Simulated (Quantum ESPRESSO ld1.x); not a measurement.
Input (ld1.x (Quantum ESPRESSO 7.5)):

```
 &input
    zed=44.0,
    iswitch=1,
    rel=2,
    dft='PZ',
    config='[Ar] 3d10 4s2 4p5.125 4d1',
    rel_dist='average',
    verbosity='high',
    lsmall=.true.,
    prefix='ld1',
    max_out_wfc=37,
    file_charge='ld1.rho',
 /
```

It prints (banner and zero overlaps left out):

```
     Program LD1 v.7.5 starts

     --------------------------- All-electron run ----------------------------

     dirac relativistic calculation

     atomic number is 44.00
     dft =PZ   lsd =0 sic =0 latt =0  beta=0.20 tr2=1.0E-14
     Exchange-correlation= PZ
                           (   1   1   0   0   0   0   0)
     mesh =2049 r(mesh) =  99.46545 a.u. xmin = -8.00 dx = 0.00800
     1 Ry =  13.60569312 eV, c = 137.03599908

     n l j   nl                  e(Ry)          e(Ha)          e(eV)
     Spin orbit split results
     1 0 0.5 1S 1( 2.00)   -1619.504845324    -809.752422662 -22034.4859367
     2 0 0.5 2S 1( 2.00)    -241.534185406    -120.767092703  -3286.2400053
     2 1 0.5 2P 1( 2.00)    -224.097028327    -112.048514163  -3048.9953972
     2 1 1.5 2P 1( 4.00)    -214.488898916    -107.244449458  -2918.2701369
     3 0 0.5 3S 1( 2.00)     -50.605114272     -25.302557136   -688.5176552
     3 1 0.5 3P 1( 2.00)     -43.838372973     -21.919186487   -596.4514497
     3 1 1.5 3P 1( 4.00)     -42.197802534     -21.098901267   -574.1303517
     3 2 1.5 3D 1( 4.00)     -30.191563818     -15.095781909   -410.7771522
     3 2 2.5 3D 1( 6.00)     -29.870164749     -14.935082374   -406.4042951
     4 0 0.5 4S 1( 2.00)     -14.722081892      -7.361040946   -200.3041284
     4 1 0.5 4P 1( 1.71)     -12.553720196      -6.276860098   -170.8020645
     4 1 1.5 4P 1( 3.42)     -12.246222744      -6.123111372   -166.6183486
     4 2 1.5 4D 1( 0.40)      -8.765980815      -4.382990408   -119.2672449
     4 2 2.5 4D 1( 0.60)      -8.717837992      -4.358918996   -118.6122284
     Averaged results
     1 0     1S 1( 2.00)   -1619.504845324    -809.752422662 -22034.4859367
     2 0     2S 1( 2.00)    -241.534185406    -120.767092703  -3286.2400053
     2 1     2P 1( 6.00)    -217.691608720    -108.845804360  -2961.8452237
     3 0     3S 1( 2.00)     -50.605114272     -25.302557136   -688.5176552
     3 1     3P 1( 6.00)     -42.744659347     -21.372329674   -581.5707177
     3 2     3D 1(10.00)     -29.998724377     -14.999362188   -408.1534380
     4 0     4S 1( 2.00)     -14.722081892      -7.361040946   -200.3041284
     4 1     4P 1( 5.12)     -12.348721895      -6.174360947   -168.0129206
     4 2     4D 1( 1.00)      -8.737095121      -4.368547561   -118.8742350

     final scf error:  4.0E-15 reached in  15 iterations

     Etot =   -9019.628995 Ry,   -4509.814498 Ha, -122718.304195 eV

     Ekin =    9385.691367 Ry,    4692.845684 Ha,  127698.836490 eV
     Encl =  -21469.759781 Ry,  -10734.879891 Ha, -292110.963009 eV
     Eh   =    3313.529696 Ry,    1656.764848 Ha,   45082.868196 eV
     Exc  =    -249.090277 Ry,    -124.545139 Ha,   -3389.045872 eV
```

Run on one thread of a shared host, so times are rough (Intel(R) Xeon(R) Processor @ 2.60GHz): 0.52 s of CPU time, 0.63 s wall, 15 iterations on 2049 mesh points.
